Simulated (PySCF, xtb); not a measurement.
CClF3, SMILES FC(F)(F)Cl. Atoms are numbered in the order given.

```xyz
5

F      1.0780    -0.6224     0.8134
C      0.0000     0.0000     0.3563
F     -1.0780    -0.6224     0.8134
F      0.0000     1.2448     0.8134
Cl     0.0000     0.0000    -1.4176
```

Coordinates come from a B3LYP-D3(BJ)/def2-SVP optimisation.

Method: IEF-PCM-B3LYP/def2-SVP (PySCF 2.14.0).

The values are the electrostatic part of the solvation free energy, E(continuum) − E(gas) at the gas-phase geometry, in a cavity of scaled van der Waals radii (PySCF's table); cavitation and dispersion terms are not included. In vacuum the orbital gap is 9.90 eV. The dipole moment in vacuum is 0.30 D.

Computed values in water (ε = 78.36), benzene (ε = 2.27), 1-octanol (ε = 9.86):
| solvent | ε | ΔG(elec) (kcal/mol) | dipole (D) | gap (eV) |
|---|---|---|---|---|
| water | 78.36 | -0.6 | 0.34 | 9.91 |
| benzene | 2.27 | -0.2 | 0.32 | 9.90 |
| 1-octanol | 9.86 | -0.5 | 0.33 | 9.91 |

For comparison, GFN2-xTB/ALPB(water) (xtb, at the GFN2-xTB geometry, all terms of that model) gives 1.7 kcal/mol.
